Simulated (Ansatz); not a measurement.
`[OH][Ga-]([OH])([OH])[OH2+]` at its PBE0-D4/def2-TZVP geometry, where that method's forces vanish. Total charge 0; spin multiplicity 1.

```xyz
10

O     1.7795   -0.3042    0.1574
Ga   -0.0018   -0.4526   -0.0726
O    -0.7147    0.2149   -1.5991
O    -0.8578   -1.7103    0.8639
O    -0.3690    1.4265    0.8031
H     2.1587   -1.0270    0.6603
H    -0.1507    0.1211   -2.3680
H    -1.7400   -1.8870    0.5322
H    -0.6260    1.8931   -0.0064
H     0.5218    1.7256    1.0292
```

Problem. What forces (eV/Å) does ωB97M-V/def2-TZVPP give on these atoms in Ansatz? (An estimate is asked.)

Solution. Computed: 
```
O1   0.063 -0.044  0.043
Ga2 -0.007 -0.007  0.007
O3   0.030  0.008 -0.083
O4  -0.091 -0.042 -0.002
O5   0.027  0.021 -0.031
H6   0.018  0.038 -0.021
H7  -0.045  0.016  0.006
H8   0.031 -0.017  0.039
H9   0.015  0.009  0.052
H10 -0.041  0.017 -0.010
```
